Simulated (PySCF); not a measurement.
C₂H₅BF₂O, SMILES FB(CF)CO.

Geometry: r2SCAN-D4/def2-SVP. This is a generated structure with no PubChem entry under its InChIKey; it may be hypothetical. Other conformers were not sampled.

The numbers are results of PySCF with r2SCAN-D4/def2-SVP, not measurements.

Frequencies are harmonic and unscaled.

| mode | ν (cm⁻¹) | IR (km/mol) | moving atoms (share of kinetic energy) |
|---|---|---|---|
| 1 | 99 | 4.9 | H 38 %, C 29 %, F 19 %, O 11 % |
| 2 | 105 | 1.7 | H 38 %, C 28 %, F 21 %, O 12 % |
| 3 | 131 | 1.2 | F 51 %, O 25 %, H 9 %, C 9 % |
| 4 | 194 | 110.8 | H 82 % |
| 5 | 235 | 17.5 | F 41 %, O 38 %, H 11 %, C 8 % |
| 6 | 323 | 0.5 | H 49 %, B 40 %, F 9 % |
| 7 | 422 | 1.7 | F 68 %, C 18 % |
| 8 | 532 | 9.9 | C 45 %, O 16 %, H 16 %, F 12 %, B 10 % |
| 9 | 604 | 3.0 | H 67 %, C 30 % |
| 10 | 724 | 7.9 | C 51 %, F 27 %, H 20 % |
| 11 | 917 | 22.5 | B 39 %, H 31 %, C 28 % |
| 12 | 1058 | 147.8 | C 46 %, F 24 %, B 18 % |
| 13 | 1085 | 88.3 | C 39 %, O 33 %, H 15 %, F 11 % |
| 14 | 1139 | 13.2 | H 60 %, B 25 % |
| 15 | 1198 | 24.1 | H 83 %, C 8 % |
| 16 | 1236 | 3.4 | H 91 % |
| 17 | 1261 | 64.1 | H 53 %, B 23 %, C 13 %, F 10 % |
| 18 | 1328 | 108.1 | H 53 %, B 21 %, C 19 % |
| 19 | 1386 | 101.9 | H 62 %, C 20 %, B 13 % |
| 20 | 1401 | 38.2 | H 39 %, B 31 %, C 24 % |
| 21 | 1427 | 11.5 | H 89 % |
| 22 | 1440 | 28.9 | H 77 %, C 11 %, B 9 % |
| 23 | 2909 | 40.9 | H 93 % |
| 24 | 3002 | 18.8 | H 95 % |
| 25 | 3044 | 10.0 | H 92 % |
| 26 | 3052 | 15.9 | H 91 %, C 9 % |
| 27 | 3823 | 37.7 | H 94 % |
